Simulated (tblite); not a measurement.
C5H12ClFSi2.
Cartesian coordinates in Å at the GFN2-xTB level; atoms count from 1:
```
atom  x, y, z in Å
F1     2.7656    1.5730   -0.1816
C2     3.5039    0.4199   -0.0878
C3     2.6765   -0.7779    0.2392
C4     1.3626   -0.8013    0.3997
Si5    0.1915    0.6692    0.2538
C6    -1.5596   -0.0438    0.5413
Si7   -2.1545   -1.2534   -0.8141
C8    -2.5219    1.1067    0.6911
Cl9   -4.2035    0.5424    0.9311
H10    4.0092    0.2901   -1.0537
H11    4.2584    0.5922    0.6907
H12    3.2823   -1.6721    0.3368
H13    0.9162   -1.7586    0.6360
H14    0.2377    1.2874   -1.0730
H15    0.4724    1.6599    1.2996
H16   -1.5441   -0.5929    1.4881
H17   -1.0412   -2.1307   -1.1888
H18   -2.5717   -0.4723   -1.9790
H19   -3.2556   -2.0806   -0.3253
H20   -2.5424    1.7276   -0.2043
H21   -2.2908    1.7320    1.5542
```

Computed values, GFN2-xTB/tblite, gas phase, harmonic and unscaled. Errors from tens to a few hundred cm⁻¹ against measured bands are possible. Modes of hydrogen on silicon can be 10 to 20 % off. One conformer, not necessarily the lowest.

Harmonic wavenumbers (cm⁻¹): 33.6, 46.1, 56.8, 68.8, 86.4, 125.6, 135.1, 169.7, 196.3, 255.4, 296.8, 309.5, 340.9, 475.2, 521.5, 560.2, 604.7, 652.3, 677.7, 679.4, 693.4, 733.1, 747.4, 768.9, 781.8, 794.9, 809.8, 836.3, 926.7, 934.0, 942.2, 974.5, 1068.8, 1078.2, 1109.2, 1142.9, 1195.6, 1204.2, 1249.8, 1287.9, 1317.5, 1333.6, 1424.5, 1462.0, 1694.4, 2225.6, 2238.8, 2253.7, 2266.4, 2285.0, 2901.4, 2919.2, 2924.2, 2966.2, 2981.2, 3020.8, 3046.5.

A = 2199, B = 382.1, C = 344.9 MHz; mass 182.015 u (most abundant isotopes); point group C1, symmetry number 1.

Problem. Zero-point energy?

Solution. Half the sum of the wavenumbers: 32416 cm⁻¹ = 387.79 kJ/mol.

Problem. Give the ideal-gas entropy at 350 K and 1 bar in the rigid-rotor, harmonic-oscillator model (classical rotation).

Solution. Translation 177.09, rotation 133.31, vibration 219.74: S = 530.1 J/(mol K).

Problem. And Cp and H(350 K) − H(0)?

Solution. Cp = 231.07 J/(mol K), of which vibrations give 197.81 (their classical limit is 57 R = 473.9); H(350 K) − H(0) = 48.97 kJ/mol without the zero-point energy, 37.33 from vibrations.

Problem. How do the functions run with temperature in this model?

Solution. 
| T (K) | S (J/(mol K)) | Cp (J/(mol K)) | H − H(0) (kJ/mol) | G − H(0) (kJ/mol) | ln q(vib) |
| --- | --- | --- | --- | --- | --- |
| 150 | 383.7 | 128.4 | 12.95 | -44.61 | 5.82 |
| 250 | 461.2 | 180.4 | 28.34 | -86.96 | 9.85 |
| 298.15 | 495.2 | 205.6 | 37.64 | -109.99 | 11.68 |
| 400 | 562.5 | 253.3 | 61.09 | -163.90 | 15.41 |
| 600 | 679.1 | 321.7 | 119.09 | -288.38 | 22.32 |
| 900 | 822.7 | 385.2 | 225.97 | -514.47 | 31.64 |

q(vib) and H(0) count from the zero-point level.

Problem. What must be added to the electronic energy to get the Gibbs energy at 350 K and 1 bar?

Solution. ZPE + [H(350 K) − H(0)] − T·S = 387.79 + 48.97 − 185.55 = 251.21 kJ/mol.

Hindered rotation and anharmonicity are outside this model. Other conformers, if any are populated, would add a mixing term that is left out. The structure is chiral; the term R ln 2 for an equal mix with its mirror image is left out.
